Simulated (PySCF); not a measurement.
r2SCAN on P (phosphorus, neutral), [Ne] 3s1 3p3 3d1, high-spin 6D determinant (an excited configuration). Computed with PySCF 2.14 in dyall-acv3z, with scalar relativity by spin-free X2C-1e.

```
cycle= 1 E= -341.570817870538  delta_E= -0.00575  |g|= 0.0102  |ddm|=  0.1
cycle= 2 E= -341.570839570975  delta_E= -2.17e-05  |g|= 0.00315  |ddm|= 0.017
cycle= 3 E= -341.570844245493  delta_E= -4.67e-06  |g|= 0.00141  |ddm|= 0.00519
cycle= 4 E= -341.570844803967  delta_E= -5.58e-07  |g|= 0.000106  |ddm|= 0.00117
cycle= 5 E= -341.570844814013  delta_E= -1e-08  |g|= 1.32e-05  |ddm|= 0.000239
cycle= 6 E= -341.570844814139  delta_E= -1.26e-10  |g|= 6.84e-07  |ddm|= 2.01e-05
converged SCF energy = -341.570844814139  <S^2> = 8.7500881  2S+1 = 6.0000294
```

Highest occupied orbital energy: 0.514 eV; ⟨L²⟩ = 6.01; populations by l: s 5.00, p 9.00, d 1.00, f 0.00.

**Question.** Can this result be used?

**Answer.** Not for this state. The run converged. The outer electron is Rydberg-like, and this basis confines it to a smaller radius and binds it less than a complete one would. At r2SCAN the highest occupied level has a positive energy, so only the finite basis holds that electron; for this excited configuration the basis is too tight for the outer shell.
